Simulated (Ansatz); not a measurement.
Input for Ansatz (an electronic-structure program): R-CCSD(T)/def2-TZVPPD on HI (SMILES I) with ghost functions, monomers drawn apart or pushed together. Elements past Kr take the def2 small-core potentials; no spin–orbit coupling. Files ending in .json are basis or fitting sets from the Basis Set Exchange. The run froze 9 orbitals, filled d shells among them.

Ansatz 0.2 input:
```yaml
crystal:
  periodic: [false, false, false]
  atoms:
    - {symbol: I, position_ang: [0.38013599, -1.92200910, 4.89307004]}
    - {symbol: H, position_ang: [0.34143679, -0.44977754, 5.55962238]}
basis:
  gaussian:
    orbitals: def2-TZVPPD.json
    ghost_atoms:
      - {symbol: F, position_ang: [-0.07014391, 0.47503342, -0.24116469]}
      - {symbol: H, position_ang: [0.00476218, 0.03463117, 0.57653190]}
magnetization: {spin_polarized: false}
correlation: {method: ccsd_t, electrons: outside_noble_gas}
scf: {lower_state_search: off}
```

It printed:

```
WARN ansatz: RAYON_NUM_THREADS=1 ignored (pool sized by the plan → 1); use --threads N
Functional definition: HF
these checks for a lower state are left out or cut short: stability, starts, cluster_reference, orbital_swaps, neighbouring_geometries, increment
integrals: 0.23 GiB planned
965 factors; integrals over basis functions are off by at most 1.1e-3 eV
mean field: 0.24 GiB planned
mean field evaluation 1: about -8088.0205 eV, gradient 8.5e0 eV
mean field evaluation 2: about -8088.0221 eV, gradient 8.5e0 eV
mean field evaluation 4: about -8088.3773 eV, gradient 1.5e0 eV
mean field evaluation 8: about -8088.3876 eV, gradient 7.8e-5 eV
mean field -8088.38755315 eV, -297.2427600722 hartree, gradient 2.3e-6 eV, S^2 0.000000; 0 other end points of the search recorded, 0 dependent functions left out
9 core orbitals not correlated
reference -8088.38755315 eV, -297.2427600722 hartree; 4, 4 occupied and 120, 120 virtual orbitals, 965 factors
second order -4.09957442 eV of doubles, -0.00000000 eV of singles
coupled cluster: 0.47 GiB planned
cycle   1  -4.48874078 eV  change   -3.9e-1 eV  update   4.6e-2
cycle   2  -4.62102219 eV  change   -1.3e-1 eV  update   1.4e-2
cycle   3  -4.62871336 eV  change   -7.7e-3 eV  update   3.5e-3
cycle   4  -4.62826894 eV  change    4.4e-4 eV  update   1.0e-3
cycle   5  -4.62801318 eV  change    2.6e-4 eV  update   2.2e-4
cycle   6  -4.62799437 eV  change    1.9e-5 eV  update   6.5e-5
cycle   7  -4.62800316 eV  change   -8.8e-6 eV  update   1.7e-5
cycle   8  -4.62800324 eV  change   -8.0e-8 eV  update   5.3e-6
perturbative correction -0.16167766 eV, -0.0059415446 hartree
Total energy: -8093.17723405 eV, -297.4187775987 hartree
Checks for a lower state left out: stability, starts, cluster_reference, orbital_swaps, neighbouring_geometries, increment
```

The run converged.

Cost: around 8 core-seconds (rough).
